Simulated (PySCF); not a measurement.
First SCF of a structure search on singlet Cs₄, at a hand-made tetrahedron geometry. PySCF input:

```python
from pyscf import gto, scf, dft
mol = gto.M(atom='''
Cs     1.771700     1.771700     1.771700
Cs     1.771700    -1.771700    -1.771700
Cs    -1.771700     1.771700    -1.771700
Cs    -1.771700    -1.771700     1.771700''',
    basis={'Cs': 'def2-TZVP'},
    ecp={'Cs': 'def2-TZVP'},
    charge=0, spin=0)
mf = dft.RKS(mol, xc='PBE0')
mf.grids.atom_grid = (50, 194)
aux = {'Cs': 'def2-universal-JKFIT'}
mf = mf.density_fit(auxbasis=aux)
mf.conv_tol = 1e-08
mf.diis_space = 10
mf.max_cycle = 60
mf.init_guess = 'minao'
mf.verbose = 4
mf.kernel()
```

Excerpt of the output (cycles and frontier levels):

```
init E= -67.2919198501129
cycle= 1 E= -80.2804936098567  delta_E=  -13  |g|= 0.691  |ddm|= 7.63
  HOMO = -0.0109051136834404  LUMO = -0.00674066230308834  gap/eV = 0.11332
cycle= 2 E= -80.0926721841155  delta_E= 0.188  |g|= 0.939  |ddm|= 7.79
  HOMO = -0.0632769746263686  LUMO = -0.0558767184785092  gap/eV = 0.20137
cycle= 3 E= -80.5608866627304  delta_E= -0.468  |g|= 0.142  |ddm|= 5.58
  HOMO = -0.0726083428035311  LUMO = -0.0555406994416816  gap/eV = 0.46443
cycle= 4 E= -80.5681877019016  delta_E= -0.0073  |g|= 0.124  |ddm|= 1.69
  HOMO = -0.0730149010813987  LUMO = -0.053983812525063  gap/eV = 0.51786
cycle= 5 E= -80.58092876316  delta_E= -0.0127  |g|= 0.0153  |ddm|= 0.901
  HOMO = -0.0733204179713132  LUMO = -0.0530078228979428  gap/eV = 0.55273
cycle= 6 E= -80.5811252038847  delta_E= -0.000196  |g|= 0.00804  |ddm|= 0.215
  HOMO = -0.0736102411483501  LUMO = -0.0528855974783049  gap/eV = 0.56395
cycle= 7 E= -80.5811995752943  delta_E= -7.44e-05  |g|= 0.00224  |ddm|= 0.0864
... 11 lines left out ...
cycle= 13 E= -80.5814131559805  delta_E= -1.93e-06  |g|= 0.000366  |ddm|= 0.0143
  HOMO = -0.0741629671040822  LUMO = -0.0528413968748631  gap/eV = 0.58019
cycle= 14 E= -80.5814161452272  delta_E= -2.99e-06  |g|= 0.000192  |ddm|= 0.0437
  HOMO = -0.0741476208960498  LUMO = -0.0528497524054557  gap/eV = 0.57954
cycle= 15 E= -80.5814164608387  delta_E= -3.16e-07  |g|= 4.84e-05  |ddm|= 0.0162
  HOMO = -0.0741521729731661  LUMO = -0.0528513722541281  gap/eV = 0.57962
cycle= 16 E= -80.5814164669989  delta_E= -6.16e-09  |g|= 3.72e-05  |ddm|= 0.00344
  HOMO = -0.0741476503518051  LUMO = -0.0528505622878773  gap/eV = 0.57952
Extra cycle  E= -80.5814164682976  delta_E= -1.3e-09  |g|= 3.31e-05  |ddm|= 0.000357
converged SCF energy = -80.5814164682976
```

No lower solution of this spin was found from smeared starts or by a stability analysis within the restricted form, which does not test spin polarisation.

The search for the lowest solution, 3 starts and the stability check together, took 22 s on 2 threads of a shared Arm Neoverse N1 host, with 116 basis functions; the process peaked at 0.52 GiB.
